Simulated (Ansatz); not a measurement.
Basis-set extrapolation for `CO[Si](N)(O)[SiH3]` (PBE0-D4/def2-TZVP geometry, frozen core, the Gaussian-basis code of Ansatz). Multiplicity 1, RHF reference.

|  | def2-TZVPP | def2-QZVPP |
| --- | --- | --- |
| HF | -825.407478 | -825.438273 |
| MP2 correlation | -1.111433 | -1.196315 |
| CCSD(T) correlation | -1.207658 | not run |

Energies in hartree. Use E(X) = E(∞) + A·exp(−7.88·√X) for Hartree–Fock and E(X) = E(∞) + B·X^(−2.97) for correlation, with X = 3 and 4, and add CCSD(T) minus MP2 of the smaller set to the MP2 limit.

Problem. What is the CCSD(T) energy at the basis-set limit?

Solution. HF limit: -825.438273 + (-0.030795) × 0.13774 = -825.44251. MP2 limit: -1.196315 + (-0.084882) × 0.74074 = -1.25919. Higher-order term: -1.207658 − (-1.111433) = -0.09623. Total: -826.79793 hartree, 479.9 kJ/mol below CCSD(T)/def2-TZVPP.
